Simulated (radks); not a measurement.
Neutral titanium, 22 electrons, occupied as [Ar] 3d2.25 4s1.75 (fractional occupations, a model configuration).

Calculated with a radial shooting solver on a logarithmic mesh with Libxc functionals: scalar-relativistic Kohn-Sham, SCAN, spin-unpolarised, spherical densities, finite nucleus; meta-GGA in the generalised Kohn-Sham scheme; Fermi nuclear charge, rms radius 3.5921 fm.

Energy parts (hartree):
total: -853.84094
kinetic: 861.04526
electron-nucleus: -2030.17832
Hartree: 357.52964
exchange-correlation: -42.23752

Orbitals (lengths in bohr, moments of r in powers of bohr; <r^-3> diverges for s and p1/2; r(max) is where P^2 peaks):
orbital  occ.  eigenvalue (hartree)      <r^4>      <r>   r(max)  <r^-3>
1s          2             -179.6471  0.0001096  0.06961  0.04556       -
2s          2             -19.98141    0.02719   0.3239   0.2684       -
2p          6             -16.48368    0.02207   0.2895   0.2196   265.4
3s          2              -2.35637      2.230    1.009   0.8700       -
3p          6              -1.44271      3.459    1.089   0.9037   29.82
3d       2.25              -0.12239      50.74    1.696   0.9933   1.813
4s       1.75              -0.16183      364.0    3.596    2.954       -

The highest occupied level is 3d at -3.330 eV. Summed over all electrons, <r^2> = 46.63 bohr^2, which gives a Langevin (diamagnetic) susceptibility term of -36.9 x 10^-6 cm^3/mol. The electron density at the nucleus is 8533 e/bohr^3 (large components only).
